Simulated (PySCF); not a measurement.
# Dipole moment and polarisability of `C#C[C@@H]1C(=C)[C@@H]1F`

C₆H₅F.
SMILES with atom numbers: `[CH:1]#[C:2][C@@H:3]1[C:4](=[CH2:5])[C@@H:6]1[F:7]` (hydrogens: H8 on C1; H9 on C3; H10, H11 on C5; H12 on C6)

Structure used (GFN2-xTB), in Å, numbered top down from 1:
```xyz
12
C6H5F angstrom
C      2.5720    0.3907   -0.6711
C      1.6053   -0.0379   -0.1097
C      0.4305   -0.5045    0.5591
C     -0.8905   -0.2498   -0.0586
C     -1.7112   -0.4559   -1.0551
C     -0.5566    0.5003    1.1512
F     -0.2910    1.8357    1.0563
H      3.4284    0.7479   -1.1587
H      0.5748   -1.4222    1.1219
H     -2.6518    0.0666   -1.1253
H     -1.4809   -1.1568   -1.8411
H     -1.0277    0.2855    2.1050
```

Level: PBE0/def2-SVPD (PySCF), static field, nuclei fixed, core orbitals frozen in the response. The polarisability tensor in these axes (au):

```
x   87.31  6.29  0.75
y    6.29 54.81  3.00
z    0.75  3.00 65.91
```

Give the principal values, the mean and the anisotropy Δα = √{½[(α1 − α2)² + (α2 − α3)² + (α1 − α3)²]}.

Principal values 53.02, 66.45 and 88.56 au; mean 69.34 au = 10.28 Å³ = 11.43 × 10⁻⁴⁰ C²·m²/J; Δα = 31.08 au (45 % of the mean).

What is the dipole moment, and where does it point?

(-0.91, -1.72, 0.00) D, 1.94 D in size, pointing from the negative to the positive side. Measured along this direction, the outermost atoms are H8 at the negative end and H11 at the positive end.

Traceless (Buckingham) quadrupole moment about the centre of nuclear charge: eigenvalues?

-7.03, 1.12, 5.91 D·Å. The values depend on the origin, since the dipole doesn't vanish. The electronic extent ⟨r²⟩ about the same centre is 727 bohr², a root-mean-square distance of 2.02 Å for the 50 electrons.

In TDDFT the mean static polarisability is Σ f/ω² over all singlet excitations (ω in hartree). How much of it do the 8 lowest give? Their energies (eV) and oscillator strengths: 5.39, 0.0155; 5.67, 0.0036; 6.45, 0.0095; 6.65, 0.0185; 6.80, 0.0012; 6.97, 0.0582; 7.17, 0.3032; 7.36, 0.0167.

They add up to 6.46 au, 9.3 % of the 69.34 au; the largest single term is 4.37 au, from the state at 7.17 eV. Terms in order: 0.40, 0.08, 0.17, 0.31, 0.02, 0.89, 4.37, 0.23 au. Higher excitations give the rest. The strengths listed sum to 0.426.

What depolarisation ratio follows for Rayleigh scattering of linearly polarised light, taking the static tensor?

ρ = 3Δα²/(45ᾱ² + 4Δα²) = 2897.6/(216377 + 3863.5) = 0.0132.

Directions of the eigenvectors, and the extent of the frame along each?

Largest value along (0.98, 0.19, 0.06), where the nuclei span 6.09 Å; middle along (-0.10, 0.20, 0.98), 4.09 Å; least along (-0.17, 0.96, -0.21), 3.30 Å. The response follows the extents in order.

Estimate the molar refractivity from the static electronic polarisability.

Lorentz–Lorenz: R = (4π/3)N_A α = 2.5225 cm³/(mol·Å³) × 10.28 Å³ = 25.9 cm³/mol, in the limit of long wavelengths.

Isolated species at its GFN2-xTB geometry, gas phase.
